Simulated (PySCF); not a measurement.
# The second ionisation energy along group 11

All values are computed (PySCF 2.14, energy differences of UHF-based or UKS calculations, no spin-orbit coupling). Values in eV. The last column holds reference values (NIST; (s) semi-empirical, (t) theoretical, else measured). Unmarked ones compare directly (S terms, centres of terms, or small fine structure); those marked * lie between the lowest fine-structure levels and include a spin-orbit shift.

| element | configurations | UHF | PBE0 | r2SCAN | MP2 (valence) | SCS-MP2 (valence) | MP2 (valence and next inner shell) | reference |
| --- | --- | --- | --- | --- | --- | --- | --- | --- |
| Cu (aug-cc-pwCVTZ-PP with ECP10MDF, ECP) | [Ar] 3d10 → [Ar] 3d9 | 17.116 | 20.093 | 20.099 | 20.876 | 20.433 | 21.466 | 20.292 * |
| Ag (aug-cc-pwCVTZ-PP with ECP28MDF, ECP) | [Kr] 4d10 → [Kr] 4d9 | 19.659 | 21.499 | 21.492 | 21.831 | 21.612 | 21.820 | 21.484 * |
| Au (aug-cc-pwCVTZ-PP with ECP60MDF, ECP) | [Xe] 4f14 5d10 → [Xe] 4f14 5d9 | 18.918 | 20.721 | 20.685 | 20.908 | 20.737 | 20.905 | 20.203 ± 0.025 * |

"Valence" correlates the outer s and p shells and, in groups 3 to 12 and the f block, the outer d or f shell, open or full, or the next shell where the ion has no valence electron left; the wider scheme adds the next inner shell.
